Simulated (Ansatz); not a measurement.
C2H5FO2Si, SMILES `C=C[Si](O)(O)F`, one more setting.

```yaml
crystal:
  periodic: [false, false, false]
  atoms:
    - {symbol: C, position_ang: [0.485867, -0.627003, 2.261955]}
    - {symbol: C, position_ang: [-0.575379, 0.202634, 1.287368]}
    - {symbol: Si, position_ang: [-0.254254, 0.413349, -0.976352]}
    - {symbol: O, position_ang: [1.486808, -0.432885, -1.626046]}
    - {symbol: O, position_ang: [-1.820553, -0.451706, -1.933135]}
    - {symbol: F, position_ang: [-0.166349, 2.357427, -1.436077]}
    - {symbol: H, position_ang: [1.591670, -1.229927, 1.755043]}
    - {symbol: H, position_ang: [0.294745, -0.747729, 3.600802]}
    - {symbol: H, position_ang: [-1.669470, 0.775959, 1.857392]}
    - {symbol: H, position_ang: [2.465151, 0.257320, -1.643530]}
    - {symbol: H, position_ang: [-1.756486, -0.588690, -3.121545]}
basis:
  gaussian: {orbitals: cc-pVTZ, point_charges: [{charge: 1.00, position_ang: [7.354, 0.285, -0.909]}]}
total_charge: 1
magnetization: {spin_polarized: true, initial_magnetization: 1}
hamiltonian: {xc: {name: PBE0}, dispersion: d4}
output: {forces: true}
```

```sh
$ ansatz run in.yaml --threads 4 --pin off --events-out ev --progress --plain --max-ram 10444MiB
```

It prints (some lines left out):

```
Functional definition: PBE0
1410 factors; their error is unknown
mean field evaluation 1: about -16794.0316 eV, gradient 7.9e1 eV
mean field evaluation 2: about -16457.1524 eV, gradient 2.3e2 eV
mean field evaluation 4: about -16801.7314 eV, gradient 4.7e1 eV
mean field evaluation 8: about -16815.7164 eV, gradient 3.3e0 eV
mean field evaluation 16: about -16815.8305 eV, gradient 5.2e-2 eV
mean field evaluation 32: about -16815.7992 eV, gradient 1.2e0 eV
mean field -16815.83051639 eV, -617.9703732979 hartree, gradient 7.6e-5 eV, S^2 0.755838; 3 other end points of the search recorded, 0 dependent functions left out
reference -16815.83055097 eV, -617.9703745689 hartree; 28, 27 occupied and 226, 227 virtual orbitals, 1410 factors
Total energy: -16815.98976176 eV, -617.9762254573 hartree
Atom 0 at     0.485867    -0.627003     2.261955 Å, force    -0.465785     0.304298    -0.410840 eV/Å
Atom 1 at    -0.575379     0.202634     1.287368 Å, force     0.363517    -0.694318     2.286168 eV/Å
Atom 2 at    -0.254254     0.413349    -0.976352 Å, force     0.352325     0.968683    -4.199331 eV/Å
Atom 3 at     1.486808    -0.432885    -1.626046 Å, force     0.531216     4.514181     1.713833 eV/Å
Atom 4 at    -1.820553    -0.451706    -1.933135 Å, force     3.716377     1.328446    -2.006093 eV/Å
Atom 5 at    -0.166349     2.357427    -1.436077 Å, force    -0.193692    -5.343771     1.677213 eV/Å
Atom 6 at     1.591670    -1.229927     1.755043 Å, force    -3.887715     2.120795     1.512091 eV/Å
Atom 7 at     0.294745    -0.747729     3.600802 Å, force     0.454562     0.511506    -4.530209 eV/Å
Atom 8 at    -1.669470     0.775959     1.857392 Å, force     3.640249    -1.940065    -1.730031 eV/Å
Atom 9 at     2.465151     0.257320    -1.643530 Å, force    -5.154520    -2.731694     0.233389 eV/Å
Atom 10 at    -1.756486    -0.588690    -3.121545 Å, force     0.386235     0.950164     5.511087 eV/Å
Dipole moment:     0.119597    -0.642260     1.886564 e Å
```

It took 10 s on 4 threads of an Arm Neoverse V1 on a shared host, with 0.82 GiB of host memory at the peak.
